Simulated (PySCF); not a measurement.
C4HF2N.
Bonds: N1–C2 (triple), C2–C3, C3–F4, C3–C5 (double), C5–C6 (double), C6–F7. Hydrogens: H8 on C6.

Theory: PySCF 2.14.0, PBE0-D3(BJ)/def2-TZVP geometry optimisation, gas phase.

Problem. What internal coordinates does the optimisation give?

Solution. 
```tsv
bond	length (Å)
N1≡C2	1.151
C2–C3	1.428
C3–F4	1.335
C3=C5	1.302
C5=C6	1.299
C6–F7	1.327
C6–H8	1.085
```

A selection of angles:
```tsv
angle	degrees
N1–C2–C3	179.2
C2–C3–F4	113.8
C2–C3–C5	123.4
F4–C3–C5	122.8
C3–C5–C6	175.9
C5–C6–F7	122.9
C5–C6–H8	124.0
F7–C6–H8	113.2
```

The 3 C–C bonds span 1.299 Å (C5=C6, drawn double) to 1.428 Å (C2–C3, drawn single), a spread of 0.129 Å.

Point group: C1 (no symmetry element, even within 0.4 Å). Stationary, but not proved a minimum.
